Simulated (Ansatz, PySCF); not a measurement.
(1S)-1-bromo-1-chloroethane (C₂H₄BrCl), SMILES C[C@@H](Cl)Br. Atoms are numbered in the order given.

```xyz
8

C     -1.6647    -1.0285     0.2948
C     -0.2118    -0.6570     0.4864
Cl     0.8588    -1.7090    -0.4952
Br     0.0853     1.2443     0.0529
H     -1.9615    -0.8980    -0.7554
H     -1.8118    -2.0828     0.5765
H     -2.3026    -0.3945     0.9283
H      0.1197    -0.7572     1.5250
```

The structure is a stationary point at B3LYP-D3(BJ)/def2-SVP.

Two levels are set side by side: PBE-D3(BJ)/def2-SVP (Ansatz, a quantum-chemistry and plane-wave program) and B3LYP-D3(BJ)/def2-SVP (Ansatz). Each level has its own optimised geometry; the coordinates shown are those of the second. Frequencies come from the Hessian of PySCF at each geometry. Differences are taken from unrounded values.

```json
[
 {"quantity": "mean bond length (Å)", "B3LYP-D3(BJ)": "1.382", "PBE-D3(BJ)": "1.387", "PBE-D3(BJ) minus B3LYP-D3(BJ)": "0.005"},
 {"quantity": "bond C1–C2 (Å)", "B3LYP-D3(BJ)": "1.512", "PBE-D3(BJ)": "1.513", "PBE-D3(BJ) minus B3LYP-D3(BJ)": "0.001"},
 {"quantity": "bond C2–Cl3 (Å)", "B3LYP-D3(BJ)": "1.793", "PBE-D3(BJ)": "1.794", "PBE-D3(BJ) minus B3LYP-D3(BJ)": "0.000"},
 {"quantity": "bond C2–Br4 (Å)", "B3LYP-D3(BJ)": "1.973", "PBE-D3(BJ)": "1.976", "PBE-D3(BJ) minus B3LYP-D3(BJ)": "0.003"},
 {"quantity": "bond C1–H5 (Å)", "B3LYP-D3(BJ)": "1.099", "PBE-D3(BJ)": "1.107", "PBE-D3(BJ) minus B3LYP-D3(BJ)": "0.008"},
 {"quantity": "bond C1–H6 (Å)", "B3LYP-D3(BJ)": "1.101", "PBE-D3(BJ)": "1.109", "PBE-D3(BJ) minus B3LYP-D3(BJ)": "0.008"},
 {"quantity": "bond C1–H7 (Å)", "B3LYP-D3(BJ)": "1.100", "PBE-D3(BJ)": "1.108", "PBE-D3(BJ) minus B3LYP-D3(BJ)": "0.008"},
 {"quantity": "bond C2–H8 (Å)", "B3LYP-D3(BJ)": "1.095", "PBE-D3(BJ)": "1.104", "PBE-D3(BJ) minus B3LYP-D3(BJ)": "0.010"},
 {"quantity": "highest harmonic wavenumber (cm⁻¹)", "B3LYP-D3(BJ)": "3160", "PBE-D3(BJ)": "3097", "PBE-D3(BJ) minus B3LYP-D3(BJ)": "-63"},
 {"quantity": "mean harmonic wavenumber (cm⁻¹)", "B3LYP-D3(BJ)": "1379", "PBE-D3(BJ)": "1342", "PBE-D3(BJ) minus B3LYP-D3(BJ)": "-37"},
 {"quantity": "zero-point energy (kcal/mol)", "B3LYP-D3(BJ)": "35.48", "PBE-D3(BJ)": "34.52", "PBE-D3(BJ) minus B3LYP-D3(BJ)": "-0.96"}
]
```

Exact exchange shortens and stiffens bonds; PBE has none. Differences between two approximate levels are no errors against the true value.
